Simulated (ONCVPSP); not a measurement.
## Al, ONCV: configuration errors across variants

Al (Z = 13), optimised norm-conserving Vanderbilt (ONCV), made with ONCVPSP 4.0.1 (PBE, scalar-relativistic). Core [Ne], reference 3s2 3p0.5 (charge +0.5). Waves: 3s: rc 2.20 bohr, ncon 4, nbas 7, qcut 3.3 1/bohr, 2 projectors, debl 0.3 Ha; 3p: rc 2.20 bohr, ncon 3, nbas 6, qcut 4.1 1/bohr, local. Local part: the p channel. Core correction: Teter function fitted to the true core (icmod 2), fcfact 0.55.

In the s channel the program set the typed energies aside and used -0.408, 0.250 Ha.

All-electron excitation energies from the reference (eV): (1) 3s2 3p1 -2.086; (2) 3s2 3p0 3.676; (3) 3s1 3p0 22.901; (4) 3s0 3p3 8.365.

A true bound ghost makes a file unfit for plane-wave use even where its test errors are small: the radial tests pick states by their node count and pass the ghost by.

Errors AE − PS in meV (a dash: test not solved or not reliable):

| change | (1) | (2) | (3) | (4) | bound ghosts | GHOST(+) flags above zero |
| --- | --- | --- | --- | --- | --- | --- |
| base | +0.2 | +0.4 | +26 | -8.8 | none | none |
| all radii but the core radius scaled by about 0.76 (s 1.68, p 1.68 bohr) | +0.3 | +0.2 | +29 | +11 | s | s |
| all radii but the core radius scaled by about 0.84 (s 1.84, p 1.84 bohr) | +0.3 | +0.2 | +29 | +7.1 | s | s |
| all radii but the core radius scaled by about 0.89 (s 1.96, p 1.96 bohr) | +0.2 | +0.3 | +29 | +3.3 | s | none |
| all radii but the core radius scaled by about 1.07 (s 2.36, p 2.36 bohr) | +0.2 | +0.3 | +20 | -19 | none | none |
| all radii but the core radius scaled by about 1.15 (s 2.54, p 2.54 bohr) | +0.1 | +0.3 | +11 | -34 | none | none |
| all radii but the core radius scaled by about 1.21 (s 2.66, p 2.66 bohr) | +0.1 | +0.3 | +4.8 | -44 | none | none |
| all radii but the core radius scaled by about 1.25 (s 2.76, p 2.76 bohr) | +0.1 | +0.3 | -1.9 | -55 | none | none |
| all radii but the core radius scaled by about 1.31 (s 2.88, p 2.88 bohr) | +0.2 | +0.4 | -9.7 | -68 | none | none |

Question: Give the same row for: all radii but the core radius scaled by about 0.95 (s 2.08, p 2.08 bohr).

Answer: +0.2, +0.4, +29, -1.8; bound ghosts: none; GHOST(+) flags above zero: s.
